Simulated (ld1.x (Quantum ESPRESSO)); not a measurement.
# What one change does to a pseudopotential (niobium (Nb), TM)

- Element: niobium
- Generator: ld1.x (Quantum ESPRESSO) 7.5
- Type: norm-conserving Troullier–Martins (Kleinman–Bylander form)
- Functional: revPBE
- Relativity: scalar-relativistic
- Frozen core: [Kr]
- Valence charge: 5
- Reference configuration: 4d4 5s1 5p0
- Partial waves: 5s (bound): rc 2.25 bohr; 5p (bound, empty): rc 4.20 bohr; 4d (bound): rc 1.55 bohr
- Local potential: all-electron potential smoothed inside 1.40 bohr (lloc = -1)
- Core correction: Bessel-smoothed model core inside 1.55 bohr

Change: local potential all-electron potential smoothed inside 1.70 bohr (lloc = -1).

Cutoffs: the cutoffs (Ry, on a coarse ladder) from which the occupation-weighted sum of valence levels, in a spherical-Bessel basis at the reference potential, stays within 10 and 1 mRy of its value at 400 Ry; they do not see the model core or the augmentation charge, which bear on the density cutoff. Errors are all-electron minus pseudo energies relative to the spin-unpolarised reference configuration.

Question: What does the change do?

Answer: The potential gets neither clearly harder nor softer (40 Ry and 50 Ry → 40 Ry and 50 Ry); both files keep a bound ghost (p, s); of the 7 tests that both files solve, the error grows in 2 and shrinks in 0 by more than 15 % and 0.3 meV (median size 31.4 → 39.6 meV); the range in which the d phases agree widens (upper end 2.7 → at the end of the scan).

| quantity | base | changed |
| --- | --- | --- |
| cutoff, loose | 40 Ry | 40 Ry |
| cutoff, tight | 50 Ry | 50 Ry |
| bound ghosts | s, p | s, p |
| error for 4d4 5s0 5p0, meV [ΔE 6.52 eV] | -11 | -11 |
| error for 4d3 5s0 5p0, meV [ΔE 20.48 eV] | -73 | -73 |
| error for 4d2 5s0 5p0, meV [ΔE 45.13 eV] | -501 | -504 |
| error for 4d3 5s2 5p0, meV [ΔE -0.49 eV] | -45 | -54 |
| error for 4d4.5 5s0.5 5p0, meV [ΔE 0.54 eV] | -9.4 | -9.7 |
| error for 4d5 5s0 5p0, meV [ΔE 1.24 eV] | -31 | -32 |
| error for 4d3 5s1 5p0, meV [ΔE 6.96 eV] | -27 | -40 |
| s: phases at 4.56 bohr within 0.05 rad from the reference energy up to (Ry; the scan ends near 5) | 0.6 | 0.8 |
| p: phases at 4.56 bohr within 0.05 rad from the reference energy up to (Ry; the scan ends near 5) | 1.0 | n/a |
| d: phases at 4.56 bohr within 0.05 rad from the reference energy up to (Ry; the scan ends near 5) | 2.7 | to the end of the scan |

 A true bound ghost makes a file unfit for plane-wave use even where its test errors are small: the radial tests pick states by their node count and pass the ghost by.
